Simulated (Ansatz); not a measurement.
Consider the formal exchange of groups at the Si–O bond: `C[SiH](F)O[SiH2]O` + propane → `CC[SiH2]O` + `CO[SiH](C)F`.

Gas-phase electronic energies from Ansatz, PBE0-D4/def2-TZVP geometries. CCSD(T)/CBS adds triple-zeta CCSD(T) − MP2 to the extrapolated MP2 energy (def2 sets, frozen cores). Functionals use def2-TZVPP. B3LYP here is the variant with VWN-RPA as its local correlation; programs differ in this. Each species was taken in one conformer, which may not be the lowest.

```json
{"level": "PBE0-D4", "ΔE (kcal/mol)": "43.5"}
{"level": "B3LYP", "ΔE (kcal/mol)": "44.2"}
{"level": "CCSD(T)/def2-TZVPP", "ΔE (kcal/mol)": "45.7"}
{"level": "SCS-MP2/def2-QZVPP", "ΔE (kcal/mol)": "47.0"}
```

Problem. What does CCSD(T)/CBS give? (An estimate is asked.)

Solution. The calculation gave: +46.1 kcal/mol. The listed levels differ from it by -2.6, -1.9, -0.4, 0.9 kcal/mol.

Largest T1 diagnostic among the species: 0.011.

In def2-TZVPP, CCSD(T) changes the Hartree–Fock value by −2.4 kcal/mol (the triples alone add −0.5 kcal/mol) and MP2 by −1.0 kcal/mol. From PBE to PBE0 (25 % exact exchange), in def2-TZVPP and without D4, ΔE moves by +1.9 kcal/mol.
